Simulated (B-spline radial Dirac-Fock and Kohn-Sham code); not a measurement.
What relativity does to the binding energies of Yb⁵⁺

System: ytterbium as Yb⁵⁺, configuration [Kr] 4d10 4f12 5s2 5p5.

Both columns are ΔSCF binding energies of the configuration average from a radial finite-basis atomic code: non-relativistic Hartree-Fock with a point nucleus, and Dirac-Fock with a finite nucleus and the Coulomb interaction alone, averaged over the two j levels with weights 2j+1.

| shell | Hartree-Fock (eV) | Dirac-Fock (eV) | shift (eV) | shift (%) |
| --- | --- | --- | --- | --- |
| 1s | 57271.2 | 61698.5 | +4427.28 | +7.73 |
| 2s | 9448.7 | 10610.5 | +1161.82 | +12.30 |
| 2p | 9014.6 | 9395.7 | +381.14 | +4.23 |
| 3s | 2210.0 | 2492.6 | +282.64 | +12.79 |
| 3p | 2011.4 | 2116.0 | +104.59 | +5.20 |
| 3d | 1645.8 | 1630.9 | -14.95 | -0.91 |
| 4s | 506.9 | 575.2 | +68.25 | +13.46 |
| 4d | 276.8 | 273.2 | -3.57 | -1.29 |
| 4f | 89.63 | 82.86 | -6.77 | -7.55 |
| 5s | 119.2 | 130.4 | +11.26 | +9.44 |
| 5p | 93.55 | 96.41 | +2.86 | +3.06 |

Relativity binds 1s, 2s, 2p, 3s, 3p, 4s, 5s, 5p more strongly, among those listed most of all 4s in relative terms, and 3d, 4d, 4f more weakly, because the contracted s and p shells screen the nucleus better.

Values without a named source are computed, but for edge energies of neutral atoms, which are taken from tables.
